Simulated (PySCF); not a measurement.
Species: silicon tetramer, Si4 (singlet state).
Structure used (PBE0-D3(BJ)/def2-SVP), in Å, numbered top down from 1:
```
atom  x, y, z in Å
Si1    0.3424   -1.9578    0.2785
Si2    1.0660    0.1637    0.8644
Si3   -0.3261    1.9448    0.3543
Si4   -1.0443   -0.1760   -0.2406
```

Computed with PySCF at PBE0/pcSseg-1 and CAM-B3LYP/def2-SVPD, non-relativistic, on one gas-phase PBE0-D3(BJ)/def2-SVP geometry that isn't relaxed in the solvent. The solvent is an IEF-PCM continuum (Bondi radii, 1.10 Å for H, scaled by 1.2). Specific hydrogen bonds and non-electrostatic terms are outside this model.

Gas phase at PBE0/pcSseg-1: HOMO -6.55 eV, LUMO -3.87 eV, dipole 0.01 D.

Task: What does the continuum do to the energy, the frontier levels and the dipole at PBE0/pcSseg-1 in chloroform and acetone?

Result: 
```
   solvent      ε  E(solvent) − E(gas) (kcal/mol)  polarisation term (kcal/mol)  distortion of the solute (kcal/mol)  HOMO (eV)  LUMO (eV)  dipole (D)
chloroform  4.711                           -0.89                         -0.95                                 0.06      -6.45      -3.71        0.01
   acetone  20.49                           -1.23                         -1.32                                 0.09      -6.44      -3.67        0.01
```

The first energy column is the sum of the next two and covers electrostatics alone. From chloroform to acetone the lowering changes by a factor 1.37, Onsager's factor (ε − 1)/(2ε + 1) by 1.30 and ε itself by 4.3. Charge and dipole vanish, so a point-dipole model would give no lowering at all.

Gas phase at CAM-B3LYP/def2-SVPD: HOMO -7.49 eV, LUMO -2.65 eV, dipole 0.01 D.

Task: What does the continuum do to the energy, the frontier levels and the dipole at CAM-B3LYP/def2-SVPD in acetone?

Result: 
| solvent | ε | E(solvent) − E(gas) (kcal/mol) | polarisation term (kcal/mol) | distortion of the solute (kcal/mol) | HOMO (eV) | LUMO (eV) | dipole (D) |
| --- | --- | --- | --- | --- | --- | --- | --- |
| acetone | 20.49 | -0.78 | -0.86 | 0.08 | -7.41 | -2.49 | 0.01 |

Task: How does the static polarisability (CAM-B3LYP/def2-SVPD, frozen core, with the continuum's full static response) change?

Result: 
```json
{"medium": "gas", "isotropic (au)": "132.4", "principal values (au)": "86.8, 131.7, 178.6", "⟨r²⟩ of the electrons (bohr²)": "657.1"}
{"medium": "acetone", "isotropic (au)": "213.7", "principal values (au)": "128.0, 216.7, 296.4", "⟨r²⟩ of the electrons (bohr²)": "657.8"}
```

The isotropic value in acetone is 1.61 times the gas-phase one; no cavity-field correction is applied. ⟨r²⟩ is taken about the centre of nuclear charge.
